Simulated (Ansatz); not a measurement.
Consider the formal loss of a carbene: `CB(O)S` → `[CH2]` (triplet) + `OBS`.

Program: Ansatz. Geometries: PBE0-D4/def2-TZVP. ΔE: electronic, gas phase. CCSD(T)/CBS is the MP2 limit (def2-TZVPP, def2-QZVPP) plus CCSD(T) − MP2 in def2-TZVPP, frozen cores. This one scheme is used for every species. DFT in def2-TZVPP. Triplets are unrestricted, without spin–orbit coupling. One conformer a species, not always the lowest.

```tsv
level	ΔE (kcal/mol)
PBE-D4	117.2
PBE-QIDH	115.0
r2SCANh	110.2
MP2/def2-SVP	113.3
```

Problem. What does CCSD(T)/CBS give? (An estimate is asked.)

Solution. Ansatz gave: +115.7 kcal/mol. The listed levels differ from it by 1.5, -0.7, -5.5, -2.4 kcal/mol.

Problem. What do rigid-rotor, harmonic-oscillator terms from PBE0-D4/def2-TZVP frequencies (298.15 K, 1 bar) make of the CCSD(T)/CBS value? (Estimate.)

Solution. Computed: ΔZPE = -6.8 kcal/mol, ΔH = +110.2 kcal/mol, ΔS = 150 J/(mol·K), ΔG = +99.5 kcal/mol. Open shells count their whole term as degenerate.

Largest T1 diagnostic among the species: 0.013.

At CCSD(T), def2-SVP lies −5.0 kcal/mol from the extrapolated value and def2-TZVPP −2.9 kcal/mol. From r2SCAN to r2SCAN0 (25 % exact exchange), in def2-TZVPP and without D4, ΔE moves by −1.0 kcal/mol.
